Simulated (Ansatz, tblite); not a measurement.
Cost and result up the ladder for the cluster Ag2H3⁻ (5 atoms). The state is a singlet with charge -1. Geometry: r2SCAN-D4/def2-TZVPD.

```
atom    x (Å)    y (Å)    z (Å)
 Ag1  -0.6598   0.8609   0.9152
 Ag2   0.6484  -0.6870  -1.0591
  H3   1.3575  -2.0954  -1.5559
  H4  -0.0583   0.8882  -0.7350
  H5  -1.2878   1.0334   2.4348
```

Ansatz on 4 threads of Arm Neoverse V1 on a shared host; xTB runs through tblite on one thread. Times are rough, summed over both states, and most runs start from the orbitals of an earlier one. PBE0-D4/def2-TZVPD serves as the yardstick here, not as an exact answer. The other state is a doublet.

In the def2 sets Ag takes a core potential; there is no spin–orbit coupling. The xTB rows come from tblite. The structure comes from a short search, and lower isomers may exist.

Raw xTB energies of ions are shifted by several eV.

```tsv
level	functions	wall time	vertical IE (eV)	difference from PBE0-D4/def2-TZVPD (eV)
GFN2-xTB	21	0.005 s	7.44	3.59
GFN1-xTB	24	0.006 s	7.22	3.37
PBE-D4/def2-TZVPD (with forces)	107	2.5 s	3.61	-0.24
PBE0-D4/def2-TZVPD	107	3.8 s	3.85	0.00
r2SCAN-D4/def2-TZVPD	107	5.3 s	3.65	-0.20
```
